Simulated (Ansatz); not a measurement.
Gas-phase electronic energies from Ansatz, PBE0-D4/def2-TZVP geometries. CCSD(T)/CBS is the MP2 limit (def2-TZVPP, def2-QZVPP) plus CCSD(T) − MP2 in def2-TZVPP, frozen cores. DFT in def2-TZVPP. Each species was taken in one conformer, which may not be the lowest.

Reaction (redistribution): `C[CH2][Al]([OH])[OH]` + `[SiH3]C1B[SiH2]1` → `[OH][Al]([OH])[CH]1B[SiH2]1` + `CC[SiH3]`

`C[CH2][Al]([OH])[OH]`:

```xyz
12

C    -0.625    1.414   -0.904
C     0.477    0.798   -0.042
Al    0.177   -1.048    0.508
O     1.252   -1.947    1.471
O    -1.239   -1.833    0.008
H    -1.587    1.418   -0.386
H    -0.397    2.449   -1.179
H    -0.772    0.854   -1.830
H     1.439    0.842   -0.568
H     0.631    1.400    0.863
H     2.078   -1.609    1.810
H    -1.435   -2.737    0.249
```

`[SiH3]C1B[SiH2]1`:

Z-matrix (Å, degrees):
```
Si
C 1 1.871
H 1 1.486 2 110.4
H 1 1.488 2 109.4 3 119.5
H 1 1.485 2 110.7 3 -121.2
B 2 1.510 1 118.3 3 153.6
Si 2 1.919 1 104.4 3 81.5
H 2 1.093 1 106.9 3 -64.3
H 6 1.187 2 137.5 1 108.3
H 7 1.481 2 111.5 1 -6.4
H 7 1.484 2 119.5 1 -139.5
```

`[OH][Al]([OH])[CH]1B[SiH2]1`:

Z-matrix (Å, degrees):
```
Si
C 1 1.918
B 1 1.937 2 44.7
Al 1 2.611 2 48.4 3 -126.8
H 1 1.483 2 124.4 3 117.9
H 1 1.518 2 102.8 3 -120.2
H 2 1.091 1 140.8 3 -125.7
H 3 1.185 1 146.6 2 155.0
O 4 1.696 1 113.0 2 109.3
O 4 1.697 1 114.6 2 -101.4
H 9 0.955 4 124.3 1 127.4
H 10 0.954 4 124.1 1 -142.7
```

`CC[SiH3]`:

Z-matrix (Å, degrees):
```
C
C 1 1.526
H 1 1.093 2 111.4
H 1 1.093 2 111.6 3 120.1
H 1 1.093 2 111.4 3 -119.8
Si 2 1.876 1 113.4 3 59.9
H 2 1.095 1 110.5 3 -178.6
H 2 1.095 1 110.5 3 -61.7
H 6 1.489 2 110.4 1 -59.6
H 6 1.489 2 110.4 1 59.7
H 6 1.489 2 111.1 1 -180.0
```

| level | ΔE (eV) |
| --- | --- |
| revPBE | -0.46 |
| SCS-MP2/def2-QZVPP | -0.44 |

**Question.** What does CCSD(T)/CBS give? (An estimate is asked.)

**Answer.** Computed: -0.46 eV. The listed levels differ from it by 0.00, 0.02 eV.

Largest T1 diagnostic among the species: 0.014.

At CCSD(T), def2-SVP lies −0.04 eV from the extrapolated value and def2-TZVPP −0.00 eV. In def2-TZVPP, CCSD(T) changes the Hartree–Fock value by −0.16 eV (the triples alone add −0.04 eV) and MP2 by −0.17 eV.
